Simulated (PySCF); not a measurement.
## Spectroscopy problems

[PySCF: shielding tensors at PBE0/pcSseg-1 (GIAO); geometry: GFN2-xTB; no solvent model; a single conformation; non-relativistic; equivalent nuclei averaged]

Shifts are taken against calculated references (same method and geometry level): ¹H, ¹³C vs TMS. Splittings of carbon signals by F and P are missing where no couplings were computed. Where no couplings were computed, multiplicities follow the n + 1 count of equivalent neighbours, and m marks all less simple cases (inequivalent or close neighbours, rings, F or P nearby). Shifts are as computed. Against solution values, carbons near 30 ppm lie about +3 ppm off and those near 130 ppm about +5 ppm. Of 1309 compounds with measured shifts, 239 miss one by over three times the rms of a fit or turn the order of signals round; such compounds aren't used in these exercises.

Task: C₈H₁₀OSi. ¹H NMR (500 MHz, computed): δ 7.69 (s, 1H), 7.00 (m, 1H), 6.99 (m, 1H), 4.12 (s, 3H), 4.00 (m, 1H), 2.24 (s, 3H). ¹³C{¹H} NMR (computed): δ 196.0 (C), 165.5 (CH), 156.6 (C), 156.5 (CH), 149.4 (CH), 55.2 (CH), 48.2 (C), 30.1 (CH3). Give a structure.

Result: SMILES CC(=O)C1=C[C@@]2([SiH3])C=C[C@@H]12. Rings plus π bonds: 5 (2 rings in the answer). 8 carbon signals for 8 carbons: no two carbons are equivalent. Carbon types of the structure: 3 × C, 4 × CH, 1 × CH3, leaving 3 H on heteroatoms. δC 196.0: ketone carbonyl carbon; low-lying n→π* states of the double bond to the heteroatom give a large paramagnetic term (-252 ppm). δC 165.5: β carbon of a C=C–C=O unit; conjugation with the carbonyl draws π density from the β position. δC 156.6: α carbon of a C=C–C=O unit; an sp2 carbon of a C=C bond. δC 156.5, 149.4: alkene CH; an sp2 carbon of a C=C bond.

The shifts were computed for this structure.

Task: C₄H₁₂NPSi₂. ¹H NMR (300 MHz, computed): δ 4.94 (s, 2H), 4.60 (m, 2H), 2.68 (s, 6H), 1.39 (m, 2H). ¹³C{¹H} NMR (computed): δ 121.6 (C), 115.4 (C), 40.7 (CH3). Give a structure.

Result: SMILES [SiH2](N(C)C)C#C[SiH2]P. 3 carbon signals for 4 carbons: some carbons are equivalent by symmetry or fast rotation. Carbon types of the structure: 2 × C, 2 × CH3, leaving 6 H on heteroatoms. δC 121.6, 115.4: alkyne carbon. δC 40.7: methyl carbon bonded to N; the inductive effect lowers its shielding. δH 2.68: hydrogen on a methyl carbon bonded to N; its carbon carries N, an electronegative neighbour. δH 1.39: hydrogen on a phosphorus bonded to Si.

The data come from this structure; uniqueness wasn't tested.
